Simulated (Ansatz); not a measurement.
## Worked example: C2H10OSi2 → CH5OSi + SiH3(CH2)

Species: C2H10OSi2 `CO[SiH2]C[SiH3]`, singlet; CH5OSi `CO[SiH2]`, doublet; SiH3(CH2), doublet. 

Shapes, held fixed at every level: PBE0-D4/def2-TZVP. Flexible molecules stand in one conformer, not always the lowest. Programs: Ansatz 0.2.0. Electronic energies: no zero-point or thermal term.

At CCSD(T)/CBS estimate; 1 Eh = 2625.50 kJ/mol:

```
  species  energy (Eh)
C2H10OSi2  -735.491054
   CH5OSi  -405.273523
SiH3(CH2)  -330.065378
```

Task: Work out ΔE of the reaction at this level.

Result: 
1. Products less reactants: (-405.273523) + (-330.065378) − [(-735.491054)] = 0.152153 Eh = +399.5 kJ/mol.

Other levels give +280.3 (HF/def2-TZVPP) to +406.5 kJ/mol (MP2/def2-TZVPP). No measured value is set beside it here. Open shells run unrestricted unless RO is named. The CBS estimate extrapolates MP2 from def2-TZVPP and def2-QZVPP and adds CCSD(T) − MP2 in the triple-zeta set, cores frozen.
